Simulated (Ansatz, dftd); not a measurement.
Reaction: CH4FSi (SMILES C[SiH]F, doublet) → CH4FSi (SMILES FC[SiH2], doublet)
Each species at its own B3LYP-D3(BJ)/def2-TZVP minimum (Ansatz, a first-principles code).

Property: isomerisation energy (electronic), in kJ/mol. UHF or UKS for unpaired electrons; spin-orbit terms are left out. Cores are frozen in correlated methods. Rows without X2C or -DK are non-relativistic. CBS(X,Y): correlation extrapolated as X^-3, Hartree-Fock from the larger set. A bracket is a step between two methods taken in the basis named. Functionals run without relativity, which enters their misses. Double hybrids freeze cores in their MP2 part. 'core' is core correlation in cc-pwCVTZ (1s frozen past Ne), 'X2C' scalar relativity in cc-pVTZ-DK, both at CCSD(T).

Compared with CCSD(T)/CBS(cc-pV(T+d)Z,cc-pV(Q+d)Z) + [CCSDT(Q) - CCSD(T)]/cc-pV(D+d)Z + core + X2C (Ansatz): 248.2 kJ/mol.

Costs are rough ratios of core time, to one figure, on one kind of shared machine, summed over the single points of the molecules; atoms, geometries and frequencies are left out. The first row took roughly 20 core seconds; short runs hold start-up time.

```tsv
level	program	cost relative to the first row	difference (kJ/mol)
CAM-B3LYP-D3(BJ)/def2-TZVPD	Ansatz + dftd3	1	-7.9
CAM-B3LYP-D4/def2-TZVPD	Ansatz + dftd4	1	-8.0
r2SCANh/def2-TZVPD	Ansatz	1	-4.6
CCSD(T)/cc-pV(D+d)Z	Ansatz	1	-32.5
B2PLYP-D4/def2-TZVPD	Ansatz + dftd4	1	-4.6
CCSD(T)/cc-pV(T+d)Z	Ansatz	10	-6.8
```

The dearest row costs roughly 10 times the first. Costs within a factor of two don't rank. The table holds for this case alone.
